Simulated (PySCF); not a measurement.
## Structure elucidation problem

The spectra below were simulated for a compound C3H7NOSi.

1H NMR (300 MHz, computed): δ 4.95 (s, 2H), 4.03 (q, 2H), 1.41 (t, 3H).

13C{1H} NMR (computed): δ 124.6, 63.6, 20.4.

PySCF calculation with structure optimised with GFN2-xTB and NMR shieldings at PBE0/pcSseg-1/GIAO; averaged over atoms made equivalent by symmetry, fast rotation or ring inversion, in vacuum, a single conformation, non-relativistic Hamiltonian.

Referencing at the same level of theory: TMS for 1H (31.72 ppm), 13C (186.93 ppm).

Which of these isomers gave the spectra?
A. C=N[C@@H]1OC[SiH2]1
B. CCO[SiH2]C#N
C. C=C[SiH2]C(N)=O

Results:

B. 

The formula gives 2 degrees of unsaturation (no ring in the answer). 3 carbon signals for 3 carbons: no two carbons are equivalent. Carbon types of the structure: 1 × C, 1 × CH2, 1 × CH3, leaving 2 H on heteroatoms. δC 124.6: nitrile carbon; C≡N carbons fall here, among the sp2 signals but without a proton. δC 63.6: sp3 CH2 bonded to O; pulled downfield by the heteroatom. δC 20.4: methyl carbon; saturated and bonded to C and H only. δH 4.03: hydrogen on an sp3 CH2 bonded to O; its carbon carries O, an electronegative neighbour. δH 1.41: hydrogen on a methyl carbon.

The others: C=N[C@@H]1OC[SiH2]1 would give 7 signals for carbon-bound and other non-exchanging H, not 3; C=C[SiH2]C(N)=O would give 4 signals for carbon-bound and other non-exchanging H, not 3.

Shifts are as computed. Against solution values, carbons near 30 ppm lie about +3 ppm off and those near 130 ppm about +5 ppm (rms about the fit 2.1 ppm; single classes can miss by 10 ppm). Of 1328 compounds with measured shifts, 309 miss one by over three times the rms of a fit or turn the order of signals round; such compounds aren't used in these exercises. Signals without a measured value on file couldn't be tested in this way; 1H shifts scatter by 0.2 ppm about their fit, and single ones miss by 0.5 ppm. No couplings were computed; multiplicities are counted from neighbouring protons, with m where these are inequivalent, close in shift, in a saturated or five-membered ring or joined by F or P, and br s for small geminal =CH2 splittings.
